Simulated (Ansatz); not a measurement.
Species: CaOH (charge 0, doublet). SMILES: [Ca][OH]
Coordinates optimised at B3LYP-D3(BJ)/def2-TZVP (Ansatz, a first-principles code):
```xyz
3

Ca     0.0000     0.0000    -0.6473
O      0.0000     0.0000     1.3322
H      0.0000     0.0000     2.2876
```
Charge 0, spin multiplicity 2.

Wanted: vertical electron affinity to the singlet, in eV. Terms: each state is the SCF solution reached for its charge and spin; non-relativistic; spin-orbit terms left out; LANL2DZ with its own core potentials from Na on; dispersion terms only where a functional's name holds one; UHF or UKS for open shells; six Cartesian d functions in 6-31G* and its kin unless marked 5d; 6-311+G** with 5d. First-principles rows: single points at B3LYP-D3(BJ) geometries (Ansatz).

```
level                              program  vertical electron affinity to the singlet (eV)
---------------------------------  -------  ----------------------------------------------
B3LYP/STO-3G                        Ansatz                                           -2.23
B3LYP/3-21G                         Ansatz                                            0.73
B3LYP/6-31G*                        Ansatz                                            0.69
B3LYP/6-31G* with LANL2DZ past Ar   Ansatz                                            0.59
B3LYP/6-311+G**                     Ansatz                                            0.80
B3LYP/def2-TZVPD                    Ansatz                                            0.71
```

No value to compare with is used here. The 5 habitual levels span -2.23 (B3LYP/STO-3G) to 0.80 eV (B3LYP/6-311+G**); B3LYP/def2-TZVPD gives 0.71.

The sets are all those run for this method; left out are runs that failed, that the program found above a lower state of the same kind, or whose <S^2> lies over 0.5 above the pure value.
